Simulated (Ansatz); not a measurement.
HClSSi, SMILES `S[Si]Cl` (excited triplet; H–S–Si–Cl torsion 90°) (charge 0, multiplicity 3). This triplet is an excited state, 2.00 eV above the relaxed singlet at the level frozen-core CCSD(T)/cc-pVTZ // PBE0-D3(BJ)/def2-TZVP (Ansatz, an electronic-structure program).

Z-matrix (Å, degrees):
```
Si
Cl 1 2.0583
S 1 2.1075 2 121.13
H 3 1.3498 1 98.68 2 -89.77
```
Charge 0, spin multiplicity 3.

Frozen-core energies in 6-31g from Ansatz at a geometry from PBE0-D3(BJ)/def2-TZVP; the HF reference has <S^2> = 2.01 and the T1 diagnostic is 0.017.

```json
[
 {"level": "HF", "energy (Ha)": "-1146.39040", "difference from CCSDT(Q) (mHa)": "146.49"},
 {"level": "MP2", "energy (Ha)": "-1146.51006", "difference from CCSDT(Q) (mHa)": "26.83"},
 {"level": "CCSD", "energy (Ha)": "-1146.53294", "difference from CCSDT(Q) (mHa)": "3.95"},
 {"level": "CCSD(T)", "energy (Ha)": "-1146.53608", "difference from CCSDT(Q) (mHa)": "0.82"},
 {"level": "CCSDT", "energy (Ha)": "-1146.53676", "difference from CCSDT(Q) (mHa)": "0.14"},
 {"level": "CCSDT(Q)", "energy (Ha)": "-1146.53690", "difference from CCSDT(Q) (mHa)": "0.00"}
]
```
